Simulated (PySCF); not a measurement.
**Electron correlation in C⁺ (carbon, charge +1)**

[He] 2s2 2p1, 2P determinant. Computed with PySCF 2.14 in ANO-RCC-VTZP (4s3p2d1f, 30 functions), with the spin-free X2C one-electron Hamiltonian (Gaussian nucleus). Frozen: nothing; 5 electrons correlated.

```csv
level,correlation energy (mhartree)
CCSD,-81.13
(T),-1.34
CCSD(T),-82.47
CCSDT,-82.81
```

Diagnostics: T1 = 0.0076, D1 = 0.0184, largest double amplitude 0.131.

Cost of the coupled-cluster step: roughly 0.8 core-seconds, for 5 correlated electrons.
